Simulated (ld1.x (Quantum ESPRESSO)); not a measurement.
## Before and after: RRKJ potential for Ge (Z = 32)

```json
{
  "Element": "germanium (Ge)",
  "Generator": "ld1.x (Quantum ESPRESSO) 7.5",
  "Type": "norm-conserving RRKJ (Kleinman–Bylander form)",
  "Functional": "PBE",
  "Relativity": "scalar-relativistic",
  "Frozen core": "[Ar] 3d10",
  "Valence charge": "4",
  "Reference configuration": "4s1 4p3",
  "Partial waves": "4p (bound): rc 2.30 bohr; 4s (bound): rc 1.85 bohr",
  "Local potential": "the s channel",
  "Core correction": "none"
}
```

Change: reference 4s2 4p2.

Cutoffs: the cutoffs (Ry, on a coarse ladder) from which the occupation-weighted sum of valence levels, in a spherical-Bessel basis at the reference potential, stays within 10 and 1 mRy of its value at 400 Ry; they do not see the model core or the augmentation charge, which bear on the density cutoff. Errors are all-electron minus pseudo energies relative to the spin-unpolarised reference configuration.

Problem. What does the change do?

Solution. The potential gets harder (21 Ry and 40 Ry → 25 Ry and 40 Ry); neither file shows a bound ghost.

| quantity | base | changed |
| --- | --- | --- |
| cutoff, loose | 21 Ry | 25 Ry |
| cutoff, tight | 40 Ry | 40 Ry |
| bound ghosts | none | none |
| largest error over its own tests, meV | +78 | +98 |
| s: phases at 2.50 bohr within 0.05 rad from the reference energy up to (Ry; the scan ends near 5) | 2.3 | 2.4 |
| p: phases at 2.50 bohr within 0.05 rad from the reference energy up to (Ry; the scan ends near 5) | 4.3 | 4.5 |
